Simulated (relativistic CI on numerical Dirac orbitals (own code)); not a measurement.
## W3+: 4d photoemission

Computed with this model: Dirac-Coulomb-Breit CI, separate exchange-only KLI orbitals for each configuration, model QED, valence Slater integrals scaled by 0.8, multiplet model of photoemission in the sudden approximation; configurations [Xe] 4f14 5d3 → [Kr] 4d9 4f14 5s2 5p6 5d3; 80 K; Lorentzian 3.5 eV and Gaussian 0.6 eV FWHM. Energies are those of the free ion, without screening or charge transfer. The energies are binding energies and can lie tens of eV above those of solids. S is read from ⟨S²⟩ = S(S + 1).

Field parameters in Wybourne normalisation: D3d B²₀ = −7Dσ, B⁴₀ = −14Dq − 21Dτ, B⁴₃ = −14√(10/7) Dq. The field is a parameter set, without covalency.

Computed curve for D3d, 10Dq = 34400, Dσ = -1200, Dτ = 360 cm⁻¹, scaled to 100 at the maximum (points under 2 are left out and the grid is thinned):

```tsv
Energy (eV)	Intensity
272.8	2.0
273.6	2.3
274.0	2.4
274.8	2.7
275.2	2.9
276.0	3.3
276.8	3.9
277.2	4.2
278.0	4.9
278.4	5.4
279.2	6.6
280.0	8.1
280.4	9.1
281.2	11.8
282.0	15.8
282.4	18.5
283.2	26.5
283.6	32.4
284.4	49.8
285.2	75.9
285.6	89.3
286.4	100.0
286.8	93.5
287.6	68.5
288.4	46.2
288.8	38.1
289.6	26.9
290.0	23.2
290.8	18.2
291.6	15.4
292.0	14.6
292.8	13.8
293.6	13.8
294.0	14.1
294.8	15.6
295.2	17.0
296.0	21.8
296.8	30.7
297.2	37.4
298.0	54.2
298.4	61.8
299.2	64.8
300.0	51.1
300.4	42.8
301.2	29.4
301.6	24.4
302.4	17.2
303.2	12.5
303.6	10.9
304.4	8.5
305.2	6.9
305.6	6.2
306.4	5.1
306.8	4.6
307.6	3.8
308.4	3.2
308.8	3.0
309.6	2.6
310.0	2.4
310.8	2.1
```

The ground state has S = 1.48, and the centroid lies at 291.45 eV.
